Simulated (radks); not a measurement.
Excited configurations of Kr21+: one electron is placed in a higher orbital outside [Ne] 3s2 3p2. The ground configuration is [Ne] 3s2 3p3. All-electron calculation, scalar-relativistic Kohn-Sham, r2SCAN, spin-polarised, spherical densities, finite nucleus; open shells are filled with parallel spins first; meta-GGA in the generalised Kohn-Sham scheme; Fermi nuclear charge, rms radius 4.1884 fm. Program: a radial shooting solver on a logarithmic mesh with Libxc functionals. Excitation = E - E(ground); binding = E(ion) - E, where the ion is the core of charge +22; n* = 22/sqrt(2 binding) in atomic units. These energies are relativistic, and a one-electron ion of charge +22 with no core already has n* below n in this formula (scalar-relativistic equation, point nucleus: 3d 2.998, 4s 3.989, 4p 3.994, 4d 3.997, 4f 3.999, 5p 4.993, 6s 5.989, 6p 5.993, 6d 5.996, 6f 5.998, 7p 6.993, 7d 6.996). The quantum defect is therefore taken as that value minus n*, so that it holds no relativistic shift of the bare ion.

outer orbital  excitation (eV)  binding (eV)     n*  quantum defect  eigenvalue (eV)  <r> (bohr)
3d                      99.182        847.74  2.787           0.211          -820.93      0.4061
4s                      432.87        514.05  3.579           0.410          -505.01      0.8815
4d                      497.31        449.61  3.827           0.170          -438.95      0.8644
4f                      521.85        425.08  3.936           0.063          -412.32      0.7719
5p                      646.89        300.03  4.685           0.308          -294.51       1.458
6s                      735.37        211.55  5.579           0.409          -207.79       2.130
6p                      743.13        203.79  5.684           0.309          -200.08       2.164
6d                      752.86        194.06  5.825           0.171          -190.11       2.178
6f                      759.26        187.66  5.924           0.074          -183.48       2.120
7p                      799.48        147.44  6.683           0.310          -144.86       3.008
7d                      805.48        141.44  6.823           0.173          -138.72       3.041

Estimate the row for 4p.

Answer. excitation (eV) 460.69; binding (eV) 486.23; n* 3.680; quantum defect 0.314; eigenvalue (eV) -476.75; <r> (bohr) 0.8871. The Delta-SCF ionisation energy is 946.92 eV (NIST Atomic Spectra Database: 945 eV, semi-empirical). Self-interaction in the functional shifts the binding energies and quantum defects, so they are the method's values and not measured ones. Open shells are spherical and high-spin; term and fine-structure splittings are not resolved.
